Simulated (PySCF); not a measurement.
Computed properties of C4H8OSi, SMILES C1CO/C1=C/[SiH3]

C4H8OSi, SMILES [SiH3]/C=C1\CCO1. Coordinates come from a ωB97X-D3(BJ)/def2-SVP optimisation. The structure was generated by enumeration; whether it is a known compound was not checked. Other conformers were not sampled. All values are computed for the isolated molecule unless a solvent is named; none is compared with measurement here.

**Structure.** The optimised structure has Cs symmetry. All 36 harmonic modes at ωB97X-D3(BJ)/def2-SVP (PySCF) are real, so it is a minimum. With heavy atoms numbered as in [SiH3:1]/[CH:2]=[C:3]1\[CH2:4][CH2:5][O:6]1, the shortest bond between them is C2–C3 at 1.337 Å and the longest Si1–C2 at 1.854 Å.

**Vibrations.** The strongest infrared lines (harmonic, unscaled, degenerate partners summed) lie at 1787 cm⁻¹ (424 km/mol, C 98 %), 958 cm⁻¹ (302 km/mol, H 85 %, Si 9 %), 2235 cm⁻¹ (145 km/mol, H 96 %). The softest mode is at 92 cm⁻¹ and the zero-point energy is 68.0 kcal/mol.

**Electronic structure.** r2SCAN/def2-TZVP (PySCF) places the frontier levels at -5.69 and -0.59 eV, a gap of 5.10 eV, and gives a dipole moment of 2.44 D and a mean polarisability of 79.1 bohr³. PBE/def2-TZVP (PySCF) at the same geometry gives -5.48 and -0.81 eV, so its gap is 0.43 eV narrower. An orbital gap is neither the optical nor the fundamental gap.

**Excitations.** TDDFT-PBE0/def2-SVPD (PySCF) has S1 at 6.11 eV (203 nm, f = 0.003, weak); the most intense of the 10 singlets computed lies at 6.19 eV (f = 0.38). T1 (TDA) is at 4.06 eV. TDDFT-PBE/def2-SVPD (PySCF) puts S1 at 5.39 eV. No vertical singlet excitation falls in the visible range (under 3.1 eV).

**NMR.** GIAO shifts at KT2/pcSseg-1 (PySCF) (non-relativistic, atoms alike by connectivity averaged): ¹³C from 36.2 to 170.4 ppm against TMS; ¹H from 3.5 to 4.8 ppm against TMS; ²⁹Si at -83.1 ppm against TMS.

**Solvation.** SMD-M06-2X/def2-SVP (PySCF) gives -1.5 kcal/mol in water, -4.4 kcal/mol in ethylethanoate, -4.2 kcal/mol in cyclohexanone (1 M in both phases, gas-phase geometry); of these solvents ethylethanoate holds the molecule best.
